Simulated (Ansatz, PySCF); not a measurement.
S4, SMILES S1SSS1. Atoms are numbered in the order given.

```xyz
4

S      1.0381    -1.0381    -0.3134
S      1.0381     1.0381     0.3134
S     -1.0381     1.0381    -0.3134
S     -1.0381    -1.0381     0.3134
```
Charge 0, spin multiplicity 1.

Geometry optimised at B3LYP-D3(BJ)/def2-SVP.

Two levels are set side by side: PBE-D3(BJ)/def2-SVP (Ansatz, a quantum-chemistry and plane-wave program) and B3LYP-D3(BJ)/def2-SVP (PySCF). Each level has its own optimised geometry; the coordinates shown are those of the second. Frequencies come from the Hessian of PySCF at each geometry. Differences are taken from unrounded values.

```json
[
 {"quantity": "mean bond length (Å)", "B3LYP-D3(BJ)": "2.169"},
 {"quantity": "bond S1–S2 (Å)", "B3LYP-D3(BJ)": "2.169"},
 {"quantity": "bond S1–S4 (Å)", "B3LYP-D3(BJ)": "2.169"},
 {"quantity": "bond S2–S3 (Å)", "B3LYP-D3(BJ)": "2.169"},
 {"quantity": "bond S3–S4 (Å)", "B3LYP-D3(BJ)": "2.169"},
 {"quantity": "highest harmonic wavenumber (cm⁻¹)", "B3LYP-D3(BJ)": "479"},
 {"quantity": "mean harmonic wavenumber (cm⁻¹)", "B3LYP-D3(BJ)": "355"},
 {"quantity": "zero-point energy (kcal/mol)", "B3LYP-D3(BJ)": "3.04"}
]
```

Question: What does PBE-D3(BJ) give, and how far is it from B3LYP-D3(BJ)? (An estimate is asked for; the answer gives what the named calculation found.)

Answer: 
| quantity | PBE-D3(BJ) | PBE-D3(BJ) minus B3LYP-D3(BJ) |
|---|---|---|
| mean bond length (Å) | 2.170 | 0.001 |
| bond S1–S2 (Å) | 2.170 | 0.001 |
| bond S1–S4 (Å) | 2.170 | 0.001 |
| bond S2–S3 (Å) | 2.170 | 0.001 |
| bond S3–S4 (Å) | 2.170 | 0.001 |
| highest harmonic wavenumber (cm⁻¹) | 472 | -7 |
| mean harmonic wavenumber (cm⁻¹) | 336 | -18 |
| zero-point energy (kcal/mol) | 2.88 | -0.16 |
